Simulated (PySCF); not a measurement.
F₂GeH₃N. Atoms are numbered in the order given.

```xyz
7

Ge    -0.0404    -0.2656     0.0000
N      1.6497     0.3293     0.0000
F     -0.7942     0.4136    -1.4004
F     -0.7942     0.4136     1.4004
H     -0.3723    -1.7547     0.0000
H      2.2064     0.2522    -0.8439
H      2.2064     0.2522     0.8439
```
Charge 0, spin multiplicity 1.

Geometry optimised at ωB97X-D3(BJ)/def2-SVP. The geometry has at least one imaginary mode, so it is a saddle point at that level. The values are those of a single conformer.

The numbers are results of CAM-B3LYP/def2-TZVPD run with PySCF, not measurements.

Mulliken values depend strongly on the basis, most of all with diffuse functions as here. ESP charges are fitted to the potential on shells at 1.4 to 2.0 van der Waals radii. Atomic charges (e):

| atom | Mulliken | ESP fit |
|---|---|---|
| Ge1 | 0.76 | 0.91 |
| N2 | -0.49 | -0.90 |
| F3 | -0.37 | -0.32 |
| F4 | -0.37 | -0.32 |
| H5 | 0.00 | -0.08 |
| H6 | 0.23 | 0.36 |
| H7 | 0.23 | 0.36 |
